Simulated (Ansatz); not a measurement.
C₂H₆O₂Si, SMILES `CO[Si]OC`, relaxed with RKS PBE0-D4/def2-TZVP in the Gaussian-basis code of Ansatz from a PBE-D4/def2-SVP geometry. The force threshold is 0.005 eV/Å; the program also tests the step.

Charge 0, multiplicity 1.

Start:

```xyz
11

C     1.020    0.174   -1.385
O     1.468    0.930   -0.280
Si    1.093    1.198    1.340
O    -0.310    0.337    1.697
C    -1.284   -0.463    1.061
H     0.217    0.711   -1.938
H     1.865    0.015   -2.088
H     0.626   -0.824   -1.090
H    -2.234   -0.412    1.635
H    -0.965   -1.529    1.030
H    -1.494   -0.136    0.019
```

Q: How much energy does the relaxation release, and in how many steps? (An estimate is asked.)

A: The calculation gave: 9.09 kJ/mol, in 7 steps, 1 of them rejected.

Q: Which bonds change most? (Estimate.)

A: Computed: O2–Si3 from 1.685 to 1.642 Å; Si3–O4 from 1.685 to 1.642 Å; C5–H10 from 1.113 to 1.094 Å; C1–H6 from 1.113 to 1.094 Å.

Q: Give the relaxed structure. (Best estimate.)

A: Computed: 
```xyz
11

C     0.995    0.151   -1.354
O     1.424    0.943   -0.272
Si    1.072    1.176    1.315
O    -0.278    0.314    1.677
C    -1.265   -0.447    1.023
H     0.172    0.637   -1.884
H     1.828    0.031   -2.051
H     0.669   -0.841   -1.029
H    -2.182   -0.416    1.617
H    -0.949   -1.490    0.933
H    -1.485   -0.057    0.025
```
